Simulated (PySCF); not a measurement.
Assigning NMR signals

Atom-mapped SMILES (the numbers label the heavy atoms): `[CH3:1][NH:2][Si@@H:3]1[CH2:4][SiH2:5][CH2:6][Si@H:7]([OH:8])[CH2:9]1`; H(Xn) means a hydrogen on atom n. Ha(C4), Ha(Si5), Ha(C6), Ha(C9) are cis to N2 on the ring; Hb(C4), Hb(Si5), Hb(C6), Hb(C9) are trans to N2 on the ring.

[PySCF: σ from GIAO-PBE0/pcSseg-1; coordinates at the GFN2-xTB level; equivalent nuclei averaged; one conformer; no solvent model; relativity neglected]

References, each an isolated molecule treated in the same way: 13C and 1H against TMS.

(1) Assign these signals to the numbered atoms. 13C{1H} NMR (computed): δ 30.7, 7.2, 1.8, -4.3.

(2) Assign these signals to the numbered atoms. 1H NMR (600 MHz, computed): δ 5.05 (m, 1H), 5.01 (m, 1H), 4.59 (m, 1H), 4.22 (m, 1H), 2.71 (s, 3H), 1.04 (br s, 1H), 0.80 (m, 1H), 0.15 (m, 1H), -0.20 (br s, 1H), -0.21 (m, 1H), -0.26 (m, 1H), -0.27 (m, 1H), -0.30 (m, 1H).

Answers

(1) 
```tsv
δ (ppm)	atoms	environment	reason
30.7	C1	methyl carbon bonded to N	the inductive effect lowers its shielding
7.2	C9	sp3 CH2 bonded to 2 Si	an electropositive neighbour leaves it electron-rich and shielded
1.8	C6	sp3 CH2 bonded to 2 Si	–
-4.3	C4	sp3 CH2 bonded to 2 Si	–
```

(2) 
5.05 → H(Si3), hydrogen on a silicon bonded to 2 C, N, in a 6-membered ring
5.01 → H(Si7), hydrogen on a silicon bonded to 2 C, O, in a 6-membered ring
4.59 → Ha(Si5), hydrogen on a silicon bonded to 2 C, in a 6-membered ring
4.22 → Hb(Si5), hydrogen on a silicon bonded to 2 C, in a 6-membered ring
2.71 → H(C1), hydrogen on a methyl carbon bonded to N: its carbon carries N, hence the downfield position
1.04 → H(O8), hydrogen on an oxygen bonded to Si: exchangeable, gas-phase position
0.80 → Hb(C9), hydrogen on an sp3 CH2 bonded to 2 Si: an electropositive neighbour shields it, as in TMS itself
0.15 → Hb(C6), hydrogen on an sp3 CH2 bonded to 2 Si
-0.20 → H(N2), hydrogen on a nitrogen bonded to C, Si: exchangeable; this is the value without hydrogen bonding to other molecules
-0.21 → Ha(C6), hydrogen on an sp3 CH2 bonded to 2 Si: an electropositive neighbour shields it, as in TMS itself
-0.26 → Hb(C4), hydrogen on an sp3 CH2 bonded to 2 Si
-0.27 → Ha(C4), hydrogen on an sp3 CH2 bonded to 2 Si
-0.30 → Ha(C9), hydrogen on an sp3 CH2 bonded to 2 Si

H(Si3) and H(Si7); H(N2) and Ha(C6); Ha(C6) and Hb(C4); Hb(C4) and Ha(C4); Ha(C4) and Ha(C9) lie closer than the usual error of such a calculation, so a measured spectrum could show them in the other order.

Exchangeable OH/NH protons stand at their gas-phase positions; hydrogen bonding in a real sample shifts them, mostly to higher δ. Shifts are as computed. Against solution values, carbons near 30 ppm lie about +3 ppm off and those near 130 ppm about +5 ppm. Of 1211 compounds with measured shifts, 218 miss one by over three times the rms of a fit or turn the order of signals round; such compounds aren't used in these exercises. No couplings were computed; multiplicities are counted from neighbouring protons, with m where these are inequivalent, close in shift, in a saturated or five-membered ring or joined by F or P, and br s for small geminal =CH2 splittings.
